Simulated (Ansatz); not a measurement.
The cluster Al₂Si₂ (the lowest singlet isomer of a short search). Charge 0, multiplicity 1. Geometry PBE-D4/def2-TZVP, basis def2-TZVP, Ansatz.

```xyz
4

Al   -0.6787    1.0001    0.0644
Al    0.6767   -1.0011   -0.0688
Si   -1.5797   -1.1335    0.9571
Si    1.5817    1.1345   -0.9527
```

```json
{"run": "A", "HOMO (eV)": "-5.13", "LUMO (eV)": "-4.17"}
{"run": "B", "HOMO (eV)": "-5.52", "LUMO (eV)": "-3.77"}
{"run": "C", "HOMO (eV)": "-6.52", "LUMO (eV)": "-2.76"}
{"run": "D", "HOMO (eV)": "-4.50", "LUMO (eV)": "-4.20"}
{"run": "E", "HOMO (eV)": "-4.84", "LUMO (eV)": "-4.23"}
{"run": "F", "HOMO (eV)": "-7.18", "LUMO (eV)": "-2.01"}
```

At PBE0-D4/def2-TZVP a triplet of charge 0 lies 0.32 eV below the restricted singlet, each at its own geometry. The structure comes from a short search, and lower isomers may exist.

The runs used B97M-V, BLYP, CAM-B3LYP, PBE0, r2SCANh, ωB97M-V. Estimate which is which.

A r2SCANh (10 % exact exchange); B PBE0 (25 % exact exchange); C CAM-B3LYP (range-separated); D BLYP (0 % exact exchange); E B97M-V (0 % exact exchange); F ωB97M-V (range-separated). Exact exchange lowers occupied and raises empty levels; among semilocal functionals meta-GGAs tend to open the gap a little, and such runs are hard to tell apart. The gap grows from 0.29 eV (BLYP) to 5.18 eV (ωB97M-V).
